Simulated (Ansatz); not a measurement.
Input file for Ansatz (a quantum-chemistry and plane-wave program): R-PBE/def2-TZVPPD on H4OSi (SMILES O[SiH3]) with ghost functions, monomers drawn apart or pushed together. Files ending in .json are basis or fitting sets from the Basis Set Exchange.

Ansatz 0.2 input:
```yaml
crystal:
  periodic: [false, false, false]
  atoms:
    - {symbol: O, position_ang: [0.65106659, 0.18139455, 2.21369520]}
    - {symbol: Si, position_ang: [0.21203293, -0.74345413, 3.52755564]}
    - {symbol: H, position_ang: [1.57042835, 0.44843870, 2.13077343]}
    - {symbol: H, position_ang: [0.95577470, -2.02392553, 3.54228776]}
    - {symbol: H, position_ang: [-1.23281706, -0.98173303, 3.35592498]}
    - {symbol: H, position_ang: [0.47612225, -0.02040578, 4.79262889]}
basis:
  gaussian:
    orbitals: def2-TZVPPD.json
    ghost_atoms:
      - {symbol: C, position_ang: [-1.24173655, 1.04102897, 0.17973314]}
      - {symbol: N, position_ang: [-1.98824096, 1.38178261, -0.62158182]}
      - {symbol: H, position_ang: [-0.54110061, 0.72179297, 0.93158787]}
hamiltonian:
  xc: {name: PBE}
scf: {lower_state_search: off}
```

Problem. Predict the final total energy.

Solution. -366.9577 hartree.
